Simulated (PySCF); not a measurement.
Species: C2H7BO2Te.
Z-matrix (Å and degrees, PBE0-D3(BJ)/def2-SVP geometry), rows numbered from 1:
```
C 
Te  1  2.1532
C   2  2.1539  1   93.94
B   3  1.5747  2  112.28  1   179.18
O   4  1.3651  3  118.69  2     2.15
O   4  1.3642  3  117.63  2  -177.84
H   1  1.0980  2  110.16  3    61.39
H   1  1.0986  2  107.63  3  -179.59
H   1  1.0981  2  110.16  3   -60.55
H   3  1.1013  2  108.92  1   -58.93
H   3  1.1011  2  108.77  1    57.55
H   5  0.9617  4  116.41  3  -179.90
H   6  0.9620  4  115.45  3  -179.50
```

Computed, not measured: PBE0-D3(BJ)/def2-SVP geometry optimisation, gas phase, def2 core potentials past Kr (PySCF).

Take the most abundant isotopes and a rigid rotor. The values belong to one conformer with, in the numbering `[CH3:1][Te:2][CH2:3][B:4]([OH:5])[OH:6]`, C1–Te2–C3–B4 179°, Te2–C3–B4–O5 2°, C3–B4–O5–H 180°, C3–B4–O6–H 180°.

**Question.** Give the principal moments of inertia and the rotational constants in MHz.

**Answer.** Ia = 99.86, Ib = 528.60, Ic = 621.97 u·Å²; 505379 MHz·u·Å²/I gives A = 5061, B = 956.1, C = 812.5 MHz.

**Question.** What kind of rotor is it?

**Answer.** A near-prolate asymmetric top. Ray's parameter κ = (2B − A − C)/(A − C) = -0.932; −1 is the prolate and +1 the oblate limit.

**Question.** Is it planar, by Δ = Ic − Ia − Ib?

**Answer.** Not planar: Δ = Ic − Ia − Ib = -6.50 u·Å². For a rigid frame Δ = −2 Σ m c², so Σ m c² = 3.25 u·Å² lies off the ab plane: 3.22 from hydrogen and 0.02 from heavier atoms. The atom farthest from that plane is 0.93 Å away.

**Question.** Give the other two planar moments, Paa and Pbb, and the rms extents of the mass along the axes.

**Answer.** Paa = Σ m a² = (Ib + Ic − Ia)/2 = 525.36 and Pbb = Σ m b² = (Ia + Ic − Ib)/2 = 96.61 u·Å². With the mass M = 203.96 u, the rms extents √(P/M) along a, b and c are 1.60, 0.69, 0.13 Å.

**Question.** Give the coordinates in the principal-axis frame, origin at the centre of mass.

**Answer.** The sense of each axis is arbitrary; atoms in the order of the calculation.
```json
{"atom": "C1", "mass (u)": "12.000", "a (Å)": "2.174", "b (Å)": "1.400", "c (Å)": "0.006"}
{"atom": "Te2", "mass (u)": "129.906", "a (Å)": "0.795", "b (Å)": "-0.254", "c (Å)": "-0.004"}
{"atom": "C3", "mass (u)": "12.000", "a (Å)": "-0.950", "b (Å)": "1.009", "c (Å)": "0.027"}
{"atom": "B4", "mass (u)": "11.009", "a (Å)": "-2.288", "b (Å)": "0.179", "c (Å)": "0.006"}
{"atom": "O5", "mass (u)": "15.995", "a (Å)": "-2.214", "b (Å)": "-1.184", "c (Å)": "0.018"}
{"atom": "O6", "mass (u)": "15.995", "a (Å)": "-3.463", "b (Å)": "0.872", "c (Å)": "-0.023"}
{"atom": "H7", "mass (u)": "1.008", "a (Å)": "2.044", "b (Å)": "1.995", "c (Å)": "0.919"}
{"atom": "H8", "mass (u)": "1.008", "a (Å)": "3.191", "b (Å)": "0.985", "c (Å)": "-0.015"}
{"atom": "H9", "mass (u)": "1.008", "a (Å)": "2.019", "b (Å)": "2.027", "c (Å)": "-0.883"}
{"atom": "H10", "mass (u)": "1.008", "a (Å)": "-0.917", "b (Å)": "1.643", "c (Å)": "0.927"}
{"atom": "H11", "mass (u)": "1.008", "a (Å)": "-0.917", "b (Å)": "1.681", "c (Å)": "-0.845"}
{"atom": "H12", "mass (u)": "1.008", "a (Å)": "-3.051", "b (Å)": "-1.659", "c (Å)": "0.004"}
{"atom": "H13", "mass (u)": "1.008", "a (Å)": "-4.260", "b (Å)": "0.334", "c (Å)": "-0.027"}
```

**Question.** List the rotational levels J(Ka,Kc) to J = 2 (cm⁻¹).

**Answer.** Above 0(0,0):
J = 1: 1(0,1) 0.0590, 1(1,1) 0.1959, 1(1,0) 0.2007
J = 2: 2(0,2) 0.1769, 2(1,2) 0.3091, 2(1,1) 0.3235, 2(2,1) 0.7342, 2(2,0) 0.7344
Those of J = 1 are B + C, A + C and A + B.

**Question.** Which types of transition are allowed, and where do some lines up to J = 4 fall?

**Answer.** The dipole components are |μa| = 2.90 D, |μb| = 0.33 D, |μc| = 0.00 D. Intensities carry the squares of the components, which stand as 1.00 : 0.01 : 0.00 (a : b : c). Some lines, for components of 0.1 D or more:

| type | branch | J(Ka,Kc) | MHz | lower level (cm⁻¹) |
| --- | --- | --- | --- | --- |
| b | R | 3(0,3) ← 2(1,2) | 1326 | 0.309 |
| a | Q | 4(1,3) ← 4(1,4) | 1435 | 0.705 |
| a | R | 1(0,1) ← 0(0,0) | 1769 | 0.000 |
| a | R | 2(0,2) ← 1(0,1) | 3534 | 0.059 |
| b | Q | 2(1,1) ← 2(0,2) | 4395 | 0.177 |
| b | Q | 4(1,3) ← 4(0,4) | 4939 | 0.588 |
| a | R | 3(1,2) ← 2(1,1) | 5519 | 0.323 |
| b | R | 1(1,1) ← 0(0,0) | 5873 | 0.000 |
| a | R | 4(1,4) ← 3(1,3) | 6780 | 0.479 |
| a | R | 4(3,1) ← 3(3,0) | 7082 | 1.608 |
| a | R | 4(2,2) ← 3(2,1) | 7108 | 0.912 |
| a | R | 4(1,3) ← 3(1,2) | 7354 | 0.508 |
| b | R | 2(1,2) ← 1(0,1) | 7498 | 0.059 |
| b | R | 3(1,3) ← 2(0,2) | 9053 | 0.177 |
| b | Q | 4(2,2) ← 4(1,3) | 11874 | 0.753 |
| b | Q | 2(2,0) ← 2(1,1) | 12318 | 0.323 |
| b | Q | 2(2,1) ← 2(1,2) | 12745 | 0.309 |
| b | R | 2(2,0) ← 1(1,1) | 16142 | 0.196 |
| b | Q | 3(3,1) ← 3(2,2) | 20885 | 0.911 |
| b | R | 4(3,2) ← 3(2,1) | 27948 | 0.912 |
| b | Q | 4(4,0) ← 4(3,1) | 29228 | 1.844 |
| b | R | 4(4,0) ← 3(3,1) | 36311 | 1.608 |

Not checked by PBE0-D3(BJ)/def2-SVP frequencies. Zero-point vibration and centrifugal distortion are left out. A rigid rotor knows nothing of internal rotation, which can split or shift real lines. Quadrupole hyperfine structure (11B) is left out.

Hardware: one thread, Arm Neoverse V1 (aarch64), shared host with 32 logical CPUs at a one-minute load of 26. Cost: 54 s wall, 0.55 GiB resident at most. This is the geometry optimisation.
